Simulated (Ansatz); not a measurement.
`N#CC[SiH3]` + `C[SiH](N)O` → `C[SiH](N)O[SiH3]` + `CC#N`  (ligand exchange at the Si–C bond)

Isolated molecules relaxed with PBE0-D4/def2-TZVP in Ansatz; ΔE leaves out vibrations. CCSD(T)/CBS adds triple-zeta CCSD(T) − MP2 to the extrapolated MP2 energy (def2 sets, frozen cores). This one scheme is used for every species. Functionals use def2-TZVPP. One conformer a species, not always the lowest.

`N#CC[SiH3]`:

```xyz
9

N     1.894    1.724    0.900
C     1.232    0.789    0.797
C     0.377   -0.362    0.627
Si   -0.845   -0.126   -0.809
H    -0.183   -0.541    1.550
H     0.989   -1.249    0.437
H    -1.673   -1.355   -0.901
H    -1.704    1.049   -0.532
H    -0.087    0.072   -2.067
```

`C[SiH](N)O`:

Cartesian coordinates in Å:
```
C 0.234 0.515 1.345
Si -0.373 0.269 -0.397
N -0.219 -1.404 -0.744
O 0.466 1.150 -1.511
H 0.233 1.578 1.599
H -0.410 0.001 2.065
H 1.253 0.139 1.471
H -1.753 0.802 -0.549
H -0.614 -1.810 -1.576
H -0.168 -2.077 0.003
H 1.351 0.837 -1.706
```

`C[SiH](N)O[SiH3]`:

Z-matrix (Å, degrees):
```
C
Si 1 1.854
H 1 1.094 2 110.7
H 1 1.092 2 111.0 3 120.2
H 1 1.092 2 110.6 3 -119.2
N 2 1.709 1 110.0 3 -57.2
O 2 1.649 1 106.7 3 67.0
H 2 1.485 1 113.2 3 -175.7
H 6 1.006 2 122.0 1 -158.0
H 6 1.006 2 122.8 1 44.1
Si 7 1.632 2 139.1 1 -142.7
H 11 1.488 7 110.8 2 72.7
H 11 1.484 7 108.4 2 -167.7
H 11 1.489 7 111.1 2 -47.8
```

`CC#N`:

Cartesian coordinates in Å:
```
C -0.177 -0.210 -0.402
C 0.350 0.415 0.794
N 0.769 0.910 1.743
H 0.139 0.345 -1.286
H 0.187 -1.235 -0.481
H -1.268 -0.225 -0.368
```

CCSD(T)/CBS gives -26.9 kcal/mol.

Q: Another level gave -28.1 kcal/mol. Which?
A. SCS-MP2/def2-TZVPP
B. HF/def2-TZVPP
C. CCSD(T)/def2-TZVPP
D. PBE/def2-TZVPP

A: A. SCS-MP2/def2-TZVPP -28.1, CCSD(T)/def2-TZVPP -27.0, HF/def2-TZVPP -31.7, PBE -23.5 kcal/mol.

Largest T1 diagnostic among the species: 0.013.

In def2-TZVPP, CCSD(T) changes the Hartree–Fock value by +4.7 kcal/mol (the triples alone add +0.7 kcal/mol) and MP2 by +4.6 kcal/mol. From PBE to PBE0 (25 % exact exchange), in def2-TZVPP and without D4, ΔE moves by −1.3 kcal/mol.
